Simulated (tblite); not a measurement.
C₆H₁₀B (doublet state).
SMILES with atom numbers: `[CH2:1][C@H:2]1[CH:3]=[C:4]([CH3:5])[BH:6][CH2:7]1` (hydrogens: H8, H9 on C1; H10 on C2; H11 on C3; H12, H13, H14 on C5; H15 on B6; H16, H17 on C7)

Geometry (GFN2-xTB, Å), atoms numbered from 1 in this order:
```xyz
17
C6H10B angstrom
C     -1.9967    1.3862    0.3048
C     -1.1332    0.5304   -0.5218
C      0.3245    0.8112   -0.2877
C      1.0816   -0.2533    0.0316
C      2.5549   -0.1625    0.2857
B      0.1887   -1.5068    0.0584
C     -1.2796   -0.9920   -0.1924
H     -2.8545    1.8870   -0.0991
H     -1.7999    1.4752    1.3562
H     -1.3628    0.6930   -1.5808
H      0.6851    1.8268   -0.3815
H      2.7824   -0.5181    1.2901
H      2.9169    0.8593    0.1846
H      3.0945   -0.7976   -0.4160
H      0.5074   -2.6173    0.2275
H     -1.8839   -1.1052    0.7106
H     -1.8323   -1.5042   -0.9803
```

All values are computed: GFN2-xTB (tblite) harmonic vibrations without scaling, gas phase. Errors from tens to a few hundred cm⁻¹ against measured bands are possible. Modes of hydrogen on boron can be 10 to 20 % off. One conformer, not necessarily the lowest. Open shells enter through the occupations alone, without spin polarisation, and single modes of such species can be off by tens of per cent. The optimisation stopped once no atom felt more than 0.01 eV/Å.

Lowest wavenumbers of the output (negative numbers stand for imaginary wavenumbers):
```
mode    cm-1
  1     -50.2
  2      80.7
  3     110.0
  4     157.4
  5     269.6
  6     338.5
  7     367.0
  8     423.0
  9     493.3
 10     548.3
 11     569.3
 12     656.6
 13     781.9
 14     830.9
 15     845.2
```

Question: Is this structure a minimum?

Answer: Not by this Hessian. 1 mode is imaginary beyond 20i (50i cm⁻¹), so at this level the point lies at or near a first-order saddle. The curvature is small, so loose convergence or finite differences may be the whole cause.

Question: Which atoms move in the imaginary mode?

Answer: 50i: H8 (hydrogen on carbon) 61 %, H9 (hydrogen on carbon) 19 %. These are shares of the mass-weighted motion.

Question: What is the remedy?

Answer: Step along that mode in both directions, optimise again with tighter thresholds and repeat the frequencies. The zero-point energy of this point (86.6 kcal/mol) counts the 44 real modes alone, and thermal corrections from it aren't those of a minimum.
